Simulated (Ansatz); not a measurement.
Geometry optimisation, RKS B3LYP/def2-SVP (Ansatz 0.2.0).

Input file:

```yaml
crystal:
  periodic: [false, false, false]
  atoms:
    - { symbol: C, position_ang: [-2.73737, 0.35293, 0.59624] }
    - { symbol: Ga, position_ang: [-0.79052, 0.19836, 1.16924] }
    - { symbol: B, position_ang: [0.87525, -0.08013, -0.01392] }
    - { symbol: C, position_ang: [1.76467, -1.02456, -0.86115] }
    - { symbol: C, position_ang: [2.07199, 0.45933, -0.83562] }
    - { symbol: H, position_ang: [-3.17349, 1.30726, 0.91047] }
    - { symbol: H, position_ang: [-2.85273, 0.27772, -0.49097] }
    - { symbol: H, position_ang: [-3.34558, -0.43797, 1.0487] }
    - { symbol: H, position_ang: [-0.60046, 0.29291, 2.76456] }
    - { symbol: H, position_ang: [2.48539, -1.68611, -0.39746] }
    - { symbol: H, position_ang: [1.39786, -1.43947, -1.79214] }
    - { symbol: H, position_ang: [1.91442, 1.01822, -1.74994] }
    - { symbol: H, position_ang: [2.99057, 0.76151, -0.34801] }
basis:
  gaussian: { orbitals: def2-SVP }
hamiltonian:
  xc: b3lyp
relax:
  f_tol: 0.015
  max_steps: 40
```

Command:

```bash
$ ansatz run input.yaml --threads 2 --pin off --max-ram 3072MiB --backend cpu --events-out ev --progress --plain --runs-dir out
```

Q: Where does it end, and by what steps?

A: The run converged. The force dipped under the threshold on the way, but the program's further checks kept it going. After 6 steps the energy has fallen by 0.084 eV; H13 moved furthest, 0.18 Å.

| step | energy less start (eV) | largest force component (eV/Å) | accepted |
| --- | --- | --- | --- |
| 0 | 0.0000 | 0.625 | yes |
| 1 | -0.0736 | 0.252 | yes |
| 2 | -0.0811 | 0.105 | yes |
| 3 | -0.0831 | 0.034 | yes |
| 4 | -0.0828 | 0.073 | no |
| 5 | -0.0834 | 0.009 | yes |
| 6 | -0.0836 | 0.008 | yes |

```xyz
13
Properties=species:S:1:pos:R:3
C -2.665 0.385 0.564
Ga -0.791 0.144 1.192
B 0.821 -0.112 -0.041
C 1.790 -1.036 -0.840
C 2.004 0.465 -0.876
H -3.062 1.340 0.950
H -2.769 0.378 -0.530
H -3.297 -0.416 0.984
H -0.585 0.151 2.764
H 2.502 -1.657 -0.283
H 1.410 -1.534 -1.741
H 1.778 1.007 -1.802
H 2.864 0.886 -0.339
```

Whether the end is a true minimum wasn't checked by a vibrational analysis.

Time of the run: 58 s on 2 threads of Arm Neoverse N1 (shared host), peak memory 0.32 GiB.
